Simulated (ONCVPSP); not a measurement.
# carbon, ONCV: configuration errors across variants

- Element: C (Z = 6)
- Generator: ONCVPSP 4.0.1
- Type: optimised norm-conserving Vanderbilt (ONCV)
- Functional: PBEsol
- Relativity: scalar-relativistic
- Frozen core: [He]
- Valence charge: 4
- Reference configuration: 2s1 2p3
- Partial waves: 2s: rc 1.20 bohr, ncon 4, nbas 7, qcut 6.8 1/bohr, 1 projector; 2p: rc 1.75 bohr, ncon 4, nbas 7, qcut 8.2 1/bohr, 2 projectors, debl 2.4 Ha; d scattering state at 0.19 Ha: rc 1.55 bohr, ncon 4, nbas 7, qcut 6.8 1/bohr, 2 projectors, debl 1.7 Ha
- Local potential: polynomial inside 1.00 bohr (lpopt 3, dvloc0 1 Ha)
- Core correction: polynomial model core, fcfact 0.25

All-electron excitation energies from the reference (eV): (1) 2s2 2p2 -8.427; (2) 2s2 2p1 2.362; (3) 2s2 2p0 26.381; (4) 2s1 2p2 11.075.

1 further variants failed, have other tests or too few solved ones, and are left out.

Errors AE − PS in meV (a dash: test not solved or not reliable):

| change | (1) | (2) | (3) | (4) | bound ghosts | GHOST(+) flags above zero |
| --- | --- | --- | --- | --- | --- | --- |
| base | +2.0 | +33 | +193 | +7.7 | none | none |
| local potential polynomial inside 1.00 bohr (lpopt 3, dvloc0 -3 Ha) | +2.0 | +34 | +198 | +7.8 | none | none |
| core correction polynomial model core, fcfact 0.56 | +1.9 | +33 | +188 | +7.6 | none | none |
| s: nproj 2 | +2.0 | +32 | +181 | +7.1 | none | none |
| p: ncon 5, nbas 8 | +2.7 | +26 | +153 | +5.9 | none | none |
| local potential polynomial inside 0.90 bohr (lpopt 5, dvloc0 0 Ha) | +2.0 | +33 | +195 | +7.8 | none | none |
| d: nbas 9 | +2.0 | +33 | +193 | +7.7 | none | none |
| p: qcut 6 | +0.1 | +53 | +307 | +13 | none | none |
| s: qcut 8.7; p: qcut 10.4; d: qcut 8.7 | +1.6 | +19 | +117 | +4.9 | none | none |
| core correction polynomial model core, fcfact 0.65 | +1.9 | +33 | +187 | +7.6 | none | none |

Question: Give the same row for: all radii but the core radius scaled by about 0.77 (s 0.92, p 1.34, d 1.20 bohr); local potential polynomial inside 0.78 bohr (lpopt 3, dvloc0 1 Ha).

Answer: +3.1, +14, +85, +3.0; bound ghosts: none; GHOST(+) flags above zero: none.
